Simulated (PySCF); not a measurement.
Spinor energies of Mn⁷⁺ (manganese, charge +7)

Start: [Ar]. Calculated with PySCF 2.14 in an uncontracted even-tempered set (20 s from 0.096 bohr⁻², ratio 2.6; 14 p from 0.12 bohr⁻², ratio 2.6; 6 d from 0.13 bohr⁻², ratio 2.8; 3 f from 5.7 bohr⁻², ratio 2.8): generalised Hartree-Fock with the X2C-1e Hamiltonian and a Gaussian nucleus; spin-orbit coupling (SO) screened by Boettger's factors.

| spinor shell | electrons | ε, screened SO (eV) | weight of nominal j (screened SO) | rms radius, screened SO (bohr) |
| --- | --- | --- | --- | --- |
| 1s1/2 | 2 | -6743.6 | 1.000 | 0.0703 |
| 2s1/2 | 2 | -952.75 | 1.000 | 0.301 |
| 2p1/2 | 2 | -833.17 | 1.000 | 0.270 |
| 2p3/2 | 4 | -822.42 | 1.000 | 0.273 |
| 3s1/2 | 2 | -236.71 | 1.000 | 0.847 |
| 3p1/2 | 2 | -196.93 | 1.000 | 0.873 |

(1) Where does 3p3/2 lie, and what is the 3p spin-orbit splitting (screened SO)?

```
   quantity  screened SO
E (hartree)  -1143.14401
        M_J            0
       ⟨J²⟩        0.000
       ⟨L²⟩        0.001
       ⟨S²⟩        0.001
```

Answers

(1) At -195.27 eV, 1.663 eV above 3p1/2.
